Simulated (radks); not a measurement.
The numbers below are computed, except where a source is named.
Task: These are the eigenvalues of the occupied orbitals of an atom or ion with whole-number occupations (eV). Code: a radial shooting solver on a logarithmic mesh with Libxc functionals. Model: non-relativistic Kohn-Sham, PBEsol, spin-unpolarised, spherical densities, point nucleus.

| orbital | eigenvalue |
|---|---|
| 1s | -4365.197 |
| 2s | -468.9025 |
| 2p | -387.4174 |
| 3s | -54.2648 |
| 3p | -33.5313 |
| 4s | -4.1562 |
| 3d | -3.3822 |

Which element is it, and in what charge state? The configuration may be excited.

Result: Z = 21, scandium, charge 0: Sc in [Ar] 3d1 4s2. The list shows which subshells hold electrons but not how many an open one holds; the 1s level, -160.42 hartree, gives Z - s = 17.9 by -(Z - s)^2/2, which with screening narrows Z to a few neighbours, and the depths of the outer levels then fix element, charge and occupations together.
